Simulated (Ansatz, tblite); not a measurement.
Forces on Ge₂O₂⁺ at its PBE-D4/def2-SVP geometry. The state is a doublet with charge 1.

The xTB rows come from tblite. Another isomer (doublet) lies 0.68 eV lower at PBE0-D4/def2-TZVP; other spin states weren't run for this one.

GFN1-xTB (tblite), largest force 2.15 eV/Å:

```xyz
4
positions Å, forces eV/Å
Ge   -1.053    2.141   -0.016    0.448   -0.814   -0.191
Ge    0.638   -1.025   -0.568   -0.045   -0.849    1.979
O    -0.250    0.680   -0.357   -0.413    0.780    0.112
O     0.665   -1.796    0.940    0.010    0.883   -1.900
```

GFN2-xTB (tblite), largest force 2.54 eV/Å:

```
Ge 0.677 -1.214 -0.322
Ge 0.299 -1.550 1.988
O -1.033 1.953 0.284
O 0.057 0.811 -1.950
```

PBE-D4/def2-TZVP (Ansatz), largest force 0.20 eV/Å:

```
Ge 0.095 -0.178 -0.027
Ge -0.064 0.048 0.174
O -0.036 0.076 -0.012
O 0.005 0.054 -0.135
```
